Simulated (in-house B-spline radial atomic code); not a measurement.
# RPA and G0W0 on BLYP: the tellurium ion Te⁴⁺

Configuration [Kr] 4d10 5s2, mean-field start BLYP. Computed with an all-electron radial atomic-structure program (B-spline basis): all electrons, non-relativistic, point nucleus, each spin shell either full or empty, empty states to l = 9 with an (l + 1/2)⁻⁴ tail; G0W0 by contour deformation at full frequency.

Without relativity these are model numbers: it shifts the levels of so heavy an element strongly and can reorder them.

Command:
```bash
python run_gw.py task.json out
```
Settings (radii: box in bohr, nucleus in fm):
```
Z                        52
electrons                48
configuration            [Kr] 4d10 5s2
hamiltonian              nr
method                   b88,lyp
lmax                     9
spin_polarised           False
box_radius               11.96
intervals                52
ion_configuration        [Kr] 4d10 5s1
```

Cost of the run: 9.6 s on 1 thread of Arm Neoverse N1 (shared host).

Energies (hartree):

| term | value |
| --- | --- |
| mean-field total | -6611.05305 |
| Hartree-Fock functional on these orbitals | -6608.49248 |
| direct second order | -4.3503 |
| second-order exchange | 1.189 |
| SOSEX correction | 1.0975 |

Problem. What is the RPA correlation energy, and what remains with SOSEX?

Solution. RPA gives -3.7926 hartree (-2.15 eV per electron); RPA + SOSEX gives -2.6952, and the second-order doubles -3.1613 hartree (no singles). SOSEX takes back 29 % of the RPA value.

Quasi-particle levels (eV):

```
level  occupied  mean field  Σx - vxc     Σc  QP weight    G0W0
   5s       yes      -51.45     -3.04      ?          ?       ?
   4d       yes      -86.05    -11.69   1.21      0.901  -96.54
   5p        no      -41.33      6.00  -1.77      0.948  -37.11
```

G0W0 = mean field + (Σx - vxc) + Σc, with Σc (partial-wave tail included) taken at the quasi-particle energy. Only the outer levels were computed. Levels of low weight are left out.

Problem. Where does G0W0 put 5s?

Solution. At -56.97 eV, with Σc = -2.48 eV and a quasi-particle weight of 0.952. The tabulated removal energy is 59.3 ± 0.9 eV (NIST, measured); the calculation leaves out relativity, Breit and QED terms, and what these don't explain is the method's own error.

Problem. What does it cost to remove one electron (to [Kr] 4d10 5s1) by differences of total energies, each species on its own start (correlation terms add to the Hartree-Fock functional)?

Solution. BLYP 56.90 eV, Hartree-Fock functional 54.25 eV, + RPA 56.95 eV, + RPA + SOSEX 56.34 eV, + second order 57.95 eV. Tabulated: 59.3 ± 0.9 eV (NIST, measured); the calculation leaves out relativity, Breit and QED terms, and what these don't explain is the method's own error.
